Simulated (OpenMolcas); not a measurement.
# P4+: effect of the level shift or regulariser

| Property | Result |
| --- | --- |
| Program | OpenMolcas |
| Basis | ANO-RCC-VTZP [5s4p2d1f] |
| Scalar Hamiltonian | DKH2, point nucleus |
| Active space | 1 electron in 4 orbitals (3s 3p) |
| State averaging | 2S+1 = 2 even, 1 root; 2S+1 = 2 odd, 3 roots |
| Spin-orbit coupling | state interaction with AMFI integrals over the reference wave functions, term energies averaged over their components |

Methods on the same reference wave functions:
A. CASSCF
B. SS-CASPT2, IPEA 0.25 Eh, imaginary shift 0.1 Eh (closed shells correlated: 2s 2p)
C. SS-CASPT2, IPEA 0.25 Eh, real shift 0.2 Eh (closed shells correlated: 2s 2p)

Energies in cm-1 above 3s 2S 1/2, the measured ground level; measured values from Martin, Zalubas and Musgrove, J. Phys. Chem. Ref. Data 14, 751 (1985).

| Level | A | B | C | Measured |
| --- | --- | --- | --- | --- |
| 3s 2S 1/2 | 0.0 | 0.0 | 0.0 | 0.0 |
| 3p 2P* 1/2 | 88220 | 88536 | 88535 | 88652 |
| 3p 2P* 3/2 | 88880 | 89196 | 89196 | 89447 |

Deviations, from unrounded energies. A percentage is the sum of absolute deviations over the sum of measured energies, with the sign that they share, or ± where signs differ.

```csv
Against measurement,Levels,A,B,C
mean absolute deviation (cm-1),2,500,180,180
other configurations (%),2,-0.6,-0.2,-0.2
```

B, C lie about equally close to measurement and A furthest from it. The largest miss of B in the table is 3p 2P* 3/2, by -250 cm-1. The ranking rests on the paired levels alone, and a cruder setting can come out closer through cancelling errors.

Between B and C no level of the table moves by more than 5 cm-1.

The lowest spin-free term lies below A's lowest term by 0.015 hartree in B, 0.015 hartree in C.

With one active electron the reference holds no correlation, so core polarisation is missing (holds for A). With one active electron, CASPT2 adds the correlation within the correlated inactive shells and between them and that electron, and leaves the splitting within a term as the reference gives it (holds for B; C). Measured partners are found by configuration, term and J. A level has none where our copy of the source lacks it or the pairing is in doubt (some pairs that miss far off the trend of their configuration count as doubtful), and it then counts in no deviation. Levels of configurations outside the active space are missing.

* marks odd parity.
